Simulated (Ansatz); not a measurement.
```yaml
crystal:
  periodic: [false, false, false]
  atoms:
    - {symbol: B, position_ang: [-2.557970, -0.943352, -0.766975]}
    - {symbol: Al, position_ang: [1.086378, 0.124163, -2.611600]}
    - {symbol: Ge, position_ang: [-0.317970, 0.069039, 2.457449]}
    - {symbol: H, position_ang: [-4.919046, -1.748385, -0.959966]}
    - {symbol: H, position_ang: [3.647988, 0.815072, -4.635119]}
    - {symbol: H, position_ang: [0.509371, 0.598401, 5.548086]}
    - {symbol: H, position_ang: [2.680713, 0.941445, 0.871400]}
basis:
  gaussian: {orbitals: def2-mTZVPP}
hamiltonian: {xc: {name: PBEsol}, dispersion: d3bj}
```

```sh
$ ansatz run in.yaml --threads 2 --pin off --events-out ev --progress --plain --max-ram 4352MiB
```

It prints (some lines left out):

```
Functional definition: PBEsol
980 factors; their error is unknown
mean field evaluation 1: about -63751.0465 eV, gradient 4.5e1 eV
mean field evaluation 2: about -63650.1206 eV, gradient 1.2e2 eV
mean field evaluation 4: about -63701.9765 eV, gradient 7.9e1 eV
mean field evaluation 8: about -63764.5305 eV, gradient 1.7e0 eV
mean field evaluation 16: about -63764.6470 eV, gradient 1.6e-3 eV
mean field -63764.64703016 eV, -2343.3075571284 hartree, gradient 1.4e-5 eV, S^2 0.000000; 12 other end points of the search recorded, 0 dependent functions left out
reference -63764.64708577 eV, -2343.3075591718 hartree; 27, 27 occupied and 70, 70 virtual orbitals, 980 factors
Total energy: -63764.73454057 eV, -2343.3107730767 hartree
```

What is wrong with this run?

The geometry is stretched to more than twice its size. The calculation finished and met its thresholds. The result belongs to that input, not to the molecule as meant.
